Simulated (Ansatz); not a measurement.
Computed with Ansatz on PBE0-D4/def2-TZVP structures; ΔE is electronic, products minus reactants. CCSD(T)/CBS is the MP2 limit (def2-TZVPP, def2-QZVPP) plus CCSD(T) − MP2 in def2-TZVPP, frozen cores. DFT in def2-TZVPP. For Ge, Se outer-core shells are correlated without core-valence functions, which leaves a few kJ/mol of doubt a bond. Scalar relativity is left out up to krypton. One conformer a species, not always the lowest.

Reaction (redistribution): `C=C([SeH])B[SiH3]` + `C[O][GeH3]` → `COB[SiH3]` + `C=[C]([GeH3])[SeH]`

`C=C([SeH])B[SiH3]`:

```xyz
12

C    -1.472   -1.589    0.975
C    -0.946   -0.442    0.512
Se   -1.998    1.150    0.622
B     0.472   -0.478   -0.084
Si    1.575    0.995   -0.901
H    -2.468   -1.666    1.404
H    -0.887   -2.500    0.927
H    -0.998    2.014   -0.012
H     0.999   -1.556   -0.060
H     2.846    1.121   -0.131
H     0.944    2.345   -0.956
H     1.933    0.606   -2.296
```

`C[O][GeH3]`:

```xyz
9

C     1.209    0.608   -0.232
O     0.432    0.009    0.775
Ge   -1.173   -0.614    0.324
H     2.152    0.931    0.215
H     0.718    1.491   -0.665
H     1.440   -0.090   -1.048
H    -2.026    0.548   -0.223
H    -1.749   -1.191    1.619
H    -1.003   -1.692   -0.765
```

`COB[SiH3]`:

```xyz
11

C     0.179   -0.318    2.099
O     0.484   -0.250    0.718
B    -0.405    0.163   -0.197
Si    0.141    0.215   -2.147
H     0.878    0.321    2.643
H     0.308   -1.348    2.436
H    -0.847    0.009    2.292
H    -1.508    0.492    0.169
H    -0.753   -0.671   -2.947
H    -0.026    1.597   -2.686
H     1.549   -0.210   -2.380
```

`C=[C]([GeH3])[SeH]`:

```xyz
10

C     0.704   -1.496    0.417
C     0.430   -0.350   -0.200
Ge   -0.899    0.899    0.476
Se    1.442    0.167   -1.731
H     1.449   -2.197    0.053
H     0.182   -1.773    1.328
H    -0.210    2.192    0.940
H    -1.645    0.237    1.646
H    -1.882    1.242   -0.656
H     0.427    1.080   -2.273
```

```
             level  ΔE (kcal/mol)  difference from CCSD(T)/CBS
            PBE-D4          -21.3                          0.7
           PBE0-D4          -21.5                          0.5
           ωB97M-V          -22.1                         -0.1
            B2PLYP          -21.9                          0.1
              PBE0          -21.9                          0.1
    MP2/def2-TZVPP          -22.1                         -0.1
SCS-MP2/def2-TZVPP          -21.7                          0.3
CCSD(T)/def2-TZVPP          -22.2                         -0.2
     HF/def2-QZVPP          -20.6                          1.4
     MP2/CBS(def2)          -21.9                          0.1
       CCSD(T)/CBS          -22.0                            0
```

Largest T1 diagnostic among the species: 0.014.

In def2-TZVPP, CCSD(T) changes the Hartree–Fock value by −1.5 kcal/mol (the triples alone add +0.1 kcal/mol) and MP2 by −1.4 kcal/mol. The D4 term adds +0.8 kcal/mol with B3LYP and +0.4 kcal/mol with PBE0; it sums over pairs of atoms, weighted by their polarisabilities, and B3LYP, whose exchange is more repulsive, gets the larger term.

B3LYP here is the variant with VWN-RPA as its local correlation; programs differ in this.
